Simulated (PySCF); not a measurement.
## r2SCANh on Ge (germanium, neutral)

Configuration: [Ar] 3d10 4s2 4p2, high-spin 3P determinant. All numbers are calculated (PySCF 2.14, a scalar-relativistic core potential, in aug-cc-pVQZ-PP with one added diffuse shell each of s, p, d, f, g type with ECP10MDF (8s7p6d4f3g, 114 functions)).

```
Total energy                                                  : -294.4118 hartree
One-electron energy                                           : -522.5187 hartree
Hartree (Coulomb) energy                                      : 252.8054 hartree
Exchange-correlation energy                                   : -24.6985 hartree
⟨S²⟩                                                          : 2.0053
⟨L²⟩                                                          : 2.017
Sum of ⟨r⟩                                                    : 22.38 bohr
Sum of ⟨r²⟩                                                   : 39.94 bohr²
Traceless quadrupole moment −½Σ⟨3z² − r²⟩ along its main axis : 3.75 e·bohr²
```

```
shell  electrons  mean orbital energy (hartree)  spread (hartree)  rms radius, mean of both spins (bohr)
 3s α          1                       -6.39547                 0                                  0.671
 3s β          1                       -6.39315                 0                                  0.671
 3p α          3                       -4.46800           0.01039                                  0.704
 3p β          3                       -4.46527           0.01455                                  0.704
 3d α          5                       -1.16153           0.00985                                  0.823
 3d β          5                       -1.15622           0.01569                                  0.823
 4s α          1                       -0.48517                 0                                   2.29
 4s β          1                       -0.41489                 0                                   2.29
 4p α          2                       -0.18531                 0                                   3.07
```

Energies and moments cover only the electrons outside the core potential.
